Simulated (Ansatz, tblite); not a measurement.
Forces on trans-Hf(PH3)2Cl4 (HfP2H6Cl4) at its PBE0-D4/def2-SVP geometry. Total charge 0; singlet.

In the def2 sets Hf takes a core potential; there is no spin–orbit coupling. The xTB rows come from tblite.

GFN1-xTB (tblite), largest force 0.86 eV/Å:

```xyz
13
positions Å, forces eV/Å
Cl   -0.734    0.860    3.194    0.161    0.081   -0.413
Cl   -2.075    1.206   -0.188    0.275   -0.035    0.133
Cl    0.863    3.209    0.671   -0.171   -0.404    0.106
Cl    2.109   -0.194    1.147   -0.272    0.141   -0.034
Hf    0.033    1.018    0.966   -0.002   -0.069   -0.065
P    -0.820   -1.693    0.833    0.047    0.141    0.039
P     0.789    0.716   -1.761   -0.042    0.049    0.142
H    -2.188   -1.995    1.042    0.806   -0.235   -0.147
H    -0.233   -2.627    1.723   -0.552    0.208   -0.622
H    -0.633   -2.418   -0.374   -0.260    0.076    0.815
H     2.152    0.862   -2.117   -0.816   -0.130   -0.202
H     0.201    1.576   -2.721    0.537   -0.629    0.223
H     0.537   -0.520   -2.413    0.290    0.807    0.024
```

GFN2-xTB (tblite), largest force 0.74 eV/Å:

```
Cl 0.122 0.027 -0.347
Cl 0.266 -0.016 0.148
Cl -0.133 -0.342 0.048
Cl -0.263 0.156 -0.016
Hf 0.002 0.043 0.041
P -0.007 0.017 0.056
P 0.009 0.058 0.015
H 0.698 -0.180 -0.127
H -0.464 0.203 -0.534
H -0.227 0.019 0.675
H -0.706 -0.112 -0.151
H 0.452 -0.538 0.216
H 0.249 0.665 -0.024
```

PBE-D4/def2-TZVP (Ansatz), largest force 0.20 eV/Å:

```
Cl -0.019 0.015 0.079
Cl -0.125 0.017 -0.066
Cl 0.022 0.078 0.009
Cl 0.122 -0.069 0.016
Hf 0.000 -0.026 -0.024
P 0.070 0.188 -0.007
P -0.064 0.007 0.194
H -0.048 -0.058 0.000
H -0.002 -0.068 0.011
H -0.018 -0.067 -0.016
H 0.048 -0.005 -0.061
H -0.001 0.008 -0.070
H 0.014 -0.022 -0.067
```
